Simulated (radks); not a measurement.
Spherical quantum dot in the effective-mass picture: electrons in a parabolic well V = omega^2 r^2 / 2 with omega = 0.458, with a point charge +1 (a donor) at the centre, all in effective atomic units (hartree* = m*/eps^2 hartree, bohr* = eps/m* bohr), one dielectric constant everywhere. Method: non-relativistic Kohn-Sham, LDA (Slater exchange, Perdew-Wang correlation), spin-polarised, spherical densities; computed with a radial shooting solver with Libxc functionals. Levels are named by radial order and angular momentum (1s, 1p, 1d, 2s, ...), and open shells are averaged over m. Results are scaled to m* = 0.105 and eps = 4.1, for which hartree* = 170 meV and bohr* = 2.066 nm. Each electron was tried in the lowest free levels, single moves between levels near the top were tried too, and the lowest total energy was kept; such a search can miss a lower state. At N = 1 the Hartree and exchange-correlation terms need not cancel, so that row can carry a self-interaction error.

N        open shells  2S   E (meV)  addition energy mu(N+1) - mu(N) (meV)  e(HOMO) (meV)  rms radius (nm)
1   1s(up 1, down 0)   1  -43.2069                                  117.1         4.6749            2.668
2               none   0   30.7328                                  177.9         114.64            3.068
3   1p(up 1, down 0)   1   282.534                                  54.87         279.03            3.883
4   1p(up 2, down 0)   2   589.202                                  54.69         334.21            4.338
5   1p(up 3, down 0)   3   950.557                                  66.43         388.26            4.669
6   1p(up 3, down 1)   2   1378.34                                  48.16         451.81            4.959
7   1p(up 3, down 2)   1   1854.28                                  47.91         500.01            5.203
8               none   0   2378.14                                  77.89         547.55            5.420
9   2s(up 1, down 0)   1   2979.88                                  49.96         623.88            5.677
10              none   0   3631.58                                  54.68         673.67            5.905
11  1d(up 1, down 0)   1   4337.97                                  40.27         726.60            6.112
12  1d(up 2, down 0)   2   5084.63                                  39.79         766.64            6.299
13  1d(up 3, down 0)   3   5871.07                                  39.26         806.17            6.470
14  1d(up 4, down 0)   4   6696.78                                  38.73         845.16            6.628
15  1d(up 5, down 0)   5   7561.22                                  46.82         883.63            6.777
16  1d(up 5, down 1)   4   8472.48                                  36.72         929.66            6.921
17  1d(up 5, down 2)   3   9420.45                                  36.39         966.23            7.056
18  1d(up 5, down 3)   2   10404.8                                  36.03         1002.4            7.186
19  1d(up 5, down 4)   1   11425.2                                  35.65         1038.3            7.309
20              none   0   12481.3                                  73.56         1073.7            7.427
21  1f(up 1, down 0)   1   13610.9                                  33.32         1146.3            7.559
22  1f(up 2, down 0)   2   14773.8                                  33.05         1179.5            7.684
23  1f(up 3, down 0)   3   15969.8                                  32.78         1212.4            7.804
24  1f(up 4, down 0)   4   17198.5                                  32.51         1245.1            7.918
25  1f(up 5, down 0)   5   18459.8                                  32.24         1277.4            8.028
26  1f(up 6, down 0)   6   19753.3                                  31.97         1309.5            8.134
27  1f(up 7, down 0)   7   21078.8                                  38.95         1341.4            8.236
28  1f(up 7, down 1)   6   22443.2                                  30.95         1379.9            8.336
29  1f(up 7, down 2)   5   23838.6                                  30.76         1410.8            8.433
30  1f(up 7, down 3)   4   25264.7                                  30.55         1441.4            8.527
31  1f(up 7, down 4)   3   26721.4                                  30.35         1471.9            8.618
32  1f(up 7, down 5)   2   28208.4                                  30.14         1502.1            8.707
33  1f(up 7, down 6)   1   29725.6                                  29.93         1532.2            8.794
34              none   0   31272.7                                  36.34         1562.0            8.879
35  2p(up 1, down 0)   1   32856.1                                  30.17         1598.5            8.962
36  2p(up 2, down 0)   2   34469.8                                  30.06         1628.7            9.044
37  2p(up 3, down 0)   3   36113.4                                  34.38         1658.7            9.124
38  2p(up 3, down 1)   2   37791.5                                      -         1692.7            9.203

All shells are closed at N = 2, 8, 10, 20, 34 (there: 1s2 1p6 1d10 2s2 1f14); the second difference of the energy has clear peaks (12 % above both neighbours; the first and last values, which can be the largest, are not judged, and half-filled shells can peak too) at N = 2, 5, 8, 15, 20, 27, 34.
